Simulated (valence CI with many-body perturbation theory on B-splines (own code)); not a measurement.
## Ba XLIII: E2, M1 decay

Computed by relativistic CI+MBPT: four valence electrons over a frozen Dirac-Fock core [Ne], a basis of 11 s, 11 p, 9 d, 7 f, 5 g, 2 h, 1 i functions for each j, with the one-electron correlation potential Σ1, the two-electron term Σ2, the three-electron term Σ3, Breit, model QED; selected CI, second order for the rest (own B-spline code, finite nucleus).

No measured spectrum was set against this ion. As an estimate, large intervals hold to a few tenths of a per cent, small ones and those within an open d or f shell to about a per cent.

Lines 1 to 8 of 8 in falling wavelength, among levels below 38.592 Ry, chosen from the decays that carry over 1 % of a level's rate. Wavelengths and rates use the calculated energies. Electric multipoles are in the length gauge, E1 and E2 with the static RPA response of the core. S is in atomic units (e²a₀⁴ for E2 and M2, e²a₀⁶ for E3), for M1 in squared Bohr magnetons. Weak lines are less certain than strong ones. Lines between different terms over intervals too small for the method are left out, as are lines whose strength nearly cancels.

Levels are named by their leading jj configuration (3d3/2^4 stands for four electrons in 3d with j = 3/2), which in mixed levels can hold well under half, so a name can repeat and another be missing.

```tsv
λ vac (nm)	Upper	Lower	Type	A (s⁻¹)	S (a.u.)
184.9	(3s^2 3p1/2 3p3/2) J=2	(3s^2 3p1/2 3p3/2) J=1	M1	8.32e+02	9.75e-01
19.22	(3s^2 3p3/2 3d5/2) J=4	(3s 3p1/2 3p3/2^2) J=3	M1	6.06e+05	1.44e+00
14.00	(3s^2 3p1/2 3p3/2) J=1	(3s^2 3p1/2^2) J=0	M1	4.70e+06	1.44e+00
14.00	(3s^2 3p3/2 3d5/2) J=4	(3s^2 3p1/2 3d5/2) J=3	M1	3.28e+06	3.00e+00
13.28	(3s^2 3p3/2^2) J=2	(3s^2 3p1/2 3p3/2) J=2	M1	4.06e+06	1.76e+00
13.02	(3s^2 3p1/2 3p3/2) J=2	(3s^2 3p1/2^2) J=0	E2	2.31e+04	3.85e-03
12.39	(3s^2 3p3/2^2) J=2	(3s^2 3p1/2 3p3/2) J=1	M1	4.31e+06	1.52e+00
10.81	(3s^2 3p3/2^2) J=0	(3s^2 3p1/2 3p3/2) J=1	M1	1.17e+07	5.48e-01
```
